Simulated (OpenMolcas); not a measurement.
# Lines of Cr⁴⁺: computed and rescaled rates

```
Program             : OpenMolcas
Method              : CASSCF
Basis               : ANO-RCC-VTZP [6s5p3d2f1g]
Scalar Hamiltonian  : DKH2, point nucleus
Active space        : 2 electrons in 5 orbitals (3d)
State averaging     : 2S+1 = 3 even, 10 roots; 2S+1 = 1 even, 15 roots
Spin-orbit coupling : state interaction with AMFI integrals over the reference wave functions, term energies averaged over their components
```

Rates come from the transition moments of the reference wave functions (E1 and E2 in the length form). At fixed line strength A goes as λ^-3 for E1 and M1 and as λ^-5 for E2, so a rate at the computed wavelength can be rescaled to the measured one. Measured vacuum wavelengths follow from level energies in Sugar and Corliss, J. Phys. Chem. Ref. Data 6, 317 (1977). Branching counts decays inside the model space alone, at computed energies, and the table is only a selection of the E2 and M1 lines, drawn from those between levels with measured partners whose computed energy lies within a factor of 1.5 of the measured one.

```csv
Upper,Lower,Type,λ computed (nm),λ measured (nm),A computed (s-1),A rescaled (s-1),Branching %
3d² ¹S₀,3d² ¹D₂,E2,223.2,263.4,3.84e+01,1.68e+01,94.9
3d² ¹S₀,3d² ³P₁,M1,239.2,281.9,1.41e+00,,3.5
3d² ¹S₀,3d² ³P₂,E2,241.5,284.9,5.99e-01,,1.5
3d² ³P₀,3d² ³F₂,E2,519,645.5,2.21e-01,7.43e-02,100.0
3d² ³P₂,3d² ³F₄,E2,535.2,671.2,1.43e-01,4.61e-02,62.4
3d² ³P₁,3d² ³F₃,E2,528,659.3,1.35e-01,4.45e-02,60.3
3d² ¹D₂,3d² ³F₃,M1,627.1,788.7,1.33e-01,,63.8
3d² ¹G₄,3d² ³F₄,M1,415.2,479,8.52e-02,,60.1
3d² ³P₁,3d² ³F₂,E2,514.3,637.9,7.69e-02,2.62e-02,34.3
3d² ¹D₂,3d² ³F₂,M1,607.8,758.3,7.37e-02,,35.4
3d² ¹G₄,3d² ³F₃,M1,404.3,464.9,5.53e-02,,39.1
3d² ³P₂,3d² ³F₃,E2,517.2,643.8,4.42e-02,1.48e-02,19.3
3d² ³P₂,3d² ¹D₂,M1,2954,3505,3.02e-02,,13.2
3d² ³P₁,3d² ¹D₂,M1,3341,4018,1.18e-02,,5.3
3d² ³P₂,3d² ³F₂,E2,504.1,623.4,6.98e-03,2.41e-03,3.0
3d² ³F₄,3d² ³F₃,M1,15420,15790,5.54e-03,5.16e-03,100.0
3d² ³F₃,3d² ³F₂,M1,19810,19680,3.32e-03,3.39e-03,100.0
3d² ³P₂,3d² ³F₃,M1,517.2,643.8,3.24e-03,,1.4
3d² ¹D₂,3d² ³F₄,E2,653.6,830.1,1.22e-03,,0.6
3d² ¹G₄,3d² ¹D₂,E2,1138,1132,9.07e-04,9.31e-04,0.6
```

Spin-changing lines and M1 lines between different terms are not rescaled, since their strength hangs on the term gaps too.

The largest correction is for 3d² ³P₂ → 3d² ³F₄ (E2): 1.43e-01 × (535.2 / 671.2)^5 = 4.61e-02 s-1, a factor of 0.32.

The computed rate and branching of 3d² ³F₃ → 3d² ³F₂ give the upper level a radiative lifetime of 1.000 / 3.32e-03 s-1 = 3.01e+02 s, counting decays inside the model space alone. The rescaled rate gives about 3.0e+02 s.

These are rates of the free ion; in crystals, glasses and complexes forced electric-dipole and non-radiative decay shorten such lifetimes by orders of magnitude. No measured rate stands beside these. Rescaling mends the energy factor alone: line strengths can still be far off where a level mixes with configurations outside the active space, and weak or spin-changing lines hang on small mixing coefficients that depend on the term gaps too, so rescaling need not improve them.

Without dynamic correlation excited terms often stand tens of per cent too high (terms of higher spin than the ground term too low), and those without a measured partner can miss by more than the paired ones. Measured partners are found by configuration, term and J. A level has none where our copy of the source lacks it or the pairing is in doubt (some pairs that miss far off the trend of their configuration count as doubtful). Levels of configurations outside the active space are missing.
